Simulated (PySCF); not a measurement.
Cl₂HOZr, SMILES [OH][Zr+]([Cl])[Cl], charge +1, multiplicity 1.

Geometry: B3LYP-D3(BJ)/def2-SVP. The spin state was assumed, not searched. The isomer is the one that the SMILES or the coordinates give; other isomers of the formula were not compared. The def2 effective core potentials stand for the cores of Zr; spin–orbit coupling is left out. The values are those of a single conformer.

Method: PBE/def2-TZVPD in PySCF.

Symmetry labels are those of the subgroup Cs that the program uses (full group Cs).

Problem. List the valence orbital energies around the gap with their symmetry. (An estimate is asked for; the answer gives what the named calculation found.)

Solution. 
```tsv
orbital	symmetry	energy (eV)
HOMO−7	A"	-14.80
HOMO−6	A'	-14.70
HOMO−5	A'	-14.38
HOMO−4	A"	-14.11
HOMO−3	A'	-13.67
HOMO−2	A'	-13.35
HOMO−1	A"	-13.32
HOMO	A"	-12.97
LUMO	A'	-9.45
LUMO+1	A"	-8.71
LUMO+2	A'	-8.37
LUMO+3	A'	-7.25
```
